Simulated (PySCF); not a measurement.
From one molecule to another.

First species: C₄H₄O₄S.
Z-matrix (Å and degrees, PBE0-D3(BJ)/def2-SVP geometry), rows numbered from 1:
```
O 
S   1  1.4437
O   2  1.4516  1  123.05
O   2  1.6231  1  106.83  3  -122.99
C   2  1.7416  1  108.09  3   127.80
C   5  1.4302  2  127.70  1  -164.76
C   6  1.3600  5  104.76  2   179.71
O   7  1.3536  6  110.63  5    -0.02
C   8  1.3368  7  108.15  6    -0.01
H   4  0.9697  2  106.80  1   136.86
H   6  1.0870  5  127.29  2     0.81
H   7  1.0867  6  133.23  5  -179.18
H   9  1.0866  5  132.46  2    -0.53
```

Second species: C4H7B.
InChI=1S/C4H7B/c1-2-3-4-5/h2-4H,1,5H2/b4-3+

Levels: CAM-B3LYP/def2-SVPD for dipole moment, HOMO energy, LUMO energy, HOMO–LUMO gap, static isotropic polarisability and electronic spatial extent ⟨r²⟩ about the centre of nuclear charge; TDDFT CAM-B3LYP/def2-SVPD for lowest singlet excitation; TDA CAM-B3LYP/def2-SVPD for lowest triplet excitation (Tamm–Dancoff); ΔSCF CAM-B3LYP/def2-SVPD for vertical ionisation energy; PBE0-D3(BJ)/def2-SVP for rotational constant A and rotational constant C. Geometries: PBE0-D3(BJ)/def2-SVP. Each structure is a single optimised conformer of the isolated species, non-relativistic unless stated. Electronic properties by PySCF.

Dipoles, sizes and rotational constants follow the conformer. The torsions of the flexible species, by atom-mapped SMILES:
- `[O:1]=[S:2](=[O:3])([OH:4])[c:5]1[cH:6][cH:7][o:8][cH:9]1`: O1–S2–C5–C6 -165°, H–O4–S2–O1 137°
- `[BH2:1]/[CH:2]=[CH:3]/[CH:4]=[CH2:5]`: C2–C3–C4–C5 180°

```tsv
property	column X	column Y
dipole moment	4.17 D	2.17 D
HOMO energy	-9.04 eV	-8.53 eV
LUMO energy	0.09 eV	-1.32 eV
HOMO–LUMO gap	9.13 eV	7.21 eV
lowest singlet excitation	6.15 eV	4.88 eV
lowest triplet excitation (Tamm–Dancoff)	4.05 eV	2.67 eV
static isotropic polarisability	76.0 au	75.3 au
vertical ionisation energy	9.82 eV	9.30 eV
electronic spatial extent ⟨r²⟩ about the centre of nuclear charge	1249 bohr²	576 bohr²
rotational constant A	3.212 GHz	28.379 GHz
rotational constant C	0.931 GHz	2.127 GHz
```

Question: Which column belongs to which species?

Answer: Column X is the first species and column Y the second. The first has 13 atoms and 76 electrons, the second 12 and 36.

Question: How does each property change from the first species to the second?

Answer: dipole moment -2.00 D; HOMO energy +0.51 eV; LUMO energy -1.41 eV; HOMO–LUMO gap -1.92 eV; lowest singlet excitation -1.27 eV; lowest triplet excitation (Tamm–Dancoff) -1.38 eV; static isotropic polarisability -0.7 au; vertical ionisation energy -0.52 eV; electronic spatial extent ⟨r²⟩ about the centre of nuclear charge -673 bohr²; rotational constant A +25.167 GHz; rotational constant C +1.196 GHz.

On the first: The 10 singlets span 6.15 to 8.16 eV, and their oscillator strengths add up to 0.68. The ΔSCF ionisation energy exceeds −ε(HOMO) by 0.78 eV with CAM-B3LYP.

On the second: The vertical singlet–triplet gap S1 − T1 is 2.21 eV (TDDFT singlet less Tamm–Dancoff triplet; S1: HOMO→LUMO, weight 0.97; T1: HOMO→LUMO, weight 0.92). The polarisability is 11.16 Å³ as a volume (1 au = 0.148185 Å³), or 2.09 au for each of the 36 electrons.
